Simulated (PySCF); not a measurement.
## Nonlinear optical response: `C[S@](=O)c1ccc(Cl)cc1`, C$_{7}$H$_{7}$ClOS

Cartesian coordinates in Å; atom numbers follow the order of the lines, from 1:
```xyz
17

C    -2.3413   -0.4299   -0.4950
S    -1.2440   -0.2183    0.9393
O    -1.6474    1.0848    1.5678
C     0.2581    0.1170   -0.0105
C     0.9778   -0.9046   -0.6275
C     2.1498   -0.5983   -1.3118
C     2.5927    0.7259   -1.3489
Cl    4.0542    1.1062   -2.1931
C     1.8832    1.7430   -0.7102
C     0.7082    1.4318   -0.0313
H    -2.3167    0.5037   -1.0738
H    -3.3480   -0.6025   -0.0901
H    -2.0191   -1.2873   -1.1025
H     0.6335   -1.9418   -0.5788
H     2.7304   -1.3767   -1.8094
H     2.2576    2.7675   -0.7452
H     0.1206    2.1881    0.4978
```

Method: quadratic response CAM-B3LYP/aug-cc-pVDZ first hyperpolarisability, Taylor convention, gas phase (PySCF). Geometry: PBE0-D3(BJ)/def2-SVP.

**Question.** What is the first hyperpolarisability, and how does it disperse?

**Answer.** In au, Taylor convention; the vector part is βᵢ = ⅓ Σⱼ (βᵢⱼⱼ + βⱼᵢⱼ + βⱼⱼᵢ); β∥ is 3/5 of the vector part along the dipole, the dipole points from − to +:
```tsv
process	λ (nm)	β vector norm	β∥	β HRS	depolarisation ratio
static β(0;0,0)	∞	270.2	-110.5	102.9	7.07
second harmonic β(−2ω;ω,ω)	1907	285.7	-116.3	108.6	7.16
Pockels β(−ω;ω,0)	1907	275.3	-112.4	–	–
second harmonic β(−2ω;ω,ω)	1064	325.1	-131.3	123.0	7.38
Pockels β(−ω;ω,0)	1064	286.9	-116.7	–	–
```

**Question.** Which lowest excitations, dipole and polarisabilities go with it?

**Answer.** S1 5.12 eV (f = 0.025); S2 5.17 eV (f = 0.135); S3 5.85 eV (f = 0.089); dipole 3.49 D; isotropic α 123.3 au static, 123.7 au at 1907 nm, 124.9 au at 1064 nm, 125.3 au at 953.5 nm, 130.2 au at 532 nm.
